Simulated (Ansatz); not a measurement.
`N[SiH]([SiH3])O[SiH3]` + `C=NCS` → `C=NCS[SiH3]` + `N[SiH2]O[SiH3]`  (cleavage of the Si–Si bond)

Gas-phase electronic energies from Ansatz, PBE0-D4/def2-TZVP geometries. CCSD(T)/CBS adds triple-zeta CCSD(T) − MP2 to the extrapolated MP2 energy (def2 sets, frozen cores). Functionals use def2-TZVPP. B3LYP here is the variant with VWN-RPA as its local correlation; programs differ in this. One conformer a species, not always the lowest.

`N[SiH]([SiH3])O[SiH3]`:

Z-matrix (Å, degrees):
```
Si
Si 1 2.343
O 1 1.647 2 108.4
N 1 1.708 2 107.3 3 125.0
H 1 1.484 2 113.7 3 -116.9
H 2 1.488 1 111.4 3 42.9
H 2 1.488 1 110.9 3 164.1
H 2 1.492 1 109.5 3 -76.7
Si 3 1.634 1 141.5 2 88.4
H 4 1.006 1 122.7 2 160.2
H 4 1.006 1 122.7 2 -39.1
H 9 1.483 3 108.4 1 -164.3
H 9 1.487 3 110.6 1 75.8
H 9 1.489 3 110.6 1 -44.5
```

`C=NCS`:

```xyz
9

C    -1.053   -0.987   -0.644
N    -0.100   -0.769    0.148
C     0.666    0.431   -0.048
S     0.453    1.593    1.325
H    -1.320   -0.311   -1.468
H    -1.656   -1.886   -0.517
H     1.721    0.166   -0.128
H     0.375    0.997   -0.945
H     0.913    0.766    2.277
```

`C=NCS[SiH3]`:

```xyz
12

C     0.624    2.028    0.176
N     0.203    0.874    0.452
C    -1.108    0.503    0.007
S    -1.000   -0.897   -1.157
Si    0.499   -2.037   -0.142
H     1.624    2.318    0.496
H     0.032    2.766   -0.380
H    -1.692    0.183    0.872
H    -1.644    1.306   -0.517
H     0.423   -3.365   -0.805
H     1.872   -1.505   -0.302
H     0.167   -2.174    1.299
```

`N[SiH2]O[SiH3]`:

Cartesian coordinates in Å:
```
N -0.116 -2.352 0.101
Si -0.497 -0.771 0.600
O 0.242 0.407 -0.271
Si 0.474 1.996 -0.549
H -0.510 -2.745 -0.737
H 0.774 -2.769 0.321
H -1.962 -0.594 0.445
H -0.060 -0.630 2.010
H 1.048 2.657 0.654
H 1.417 2.143 -1.685
H -0.812 2.659 -0.890
```

```csv
level,ΔE (kJ/mol),difference from CCSD(T)/CBS
PBE-D4,-52.5,13.5
r2SCAN-D4,-62.3,3.7
PBE0-D4,-57.1,8.9
B3LYP-D4,-60.9,5.1
ωB97X-V,-62.1,3.9
ωB97M-V,-68.3,-2.3
B2PLYP,-66.5,-0.5
PBE,-52.7,13.3
r2SCAN,-62.6,3.4
PBE0,-57.6,8.4
B3LYP,-61.1,4.9
HF/def2-TZVPP,-72.4,-6.4
MP2/def2-TZVPP,-75.0,-9.0
SCS-MP2/def2-TZVPP,-73.3,-7.3
CCSD/def2-TZVPP,-64.0,2.0
CCSD(T)/def2-TZVPP,-63.9,2.1
HF/def2-QZVPP,-72.8,-6.8
MP2/def2-QZVPP,-76.3,-10.3
SCS-MP2/def2-QZVPP,-74.5,-8.5
HF/CBS(def2),-72.8,-6.8
MP2/CBS(def2),-77.1,-11.1
CCSD/CBS(def2),-66.0,0.0
CCSD(T)/CBS,-66.0,0
```

Largest T1 diagnostic among the species: 0.012.

From PBE to PBE0 (25 % exact exchange), in def2-TZVPP and without D4, ΔE moves by −4.9 kJ/mol.
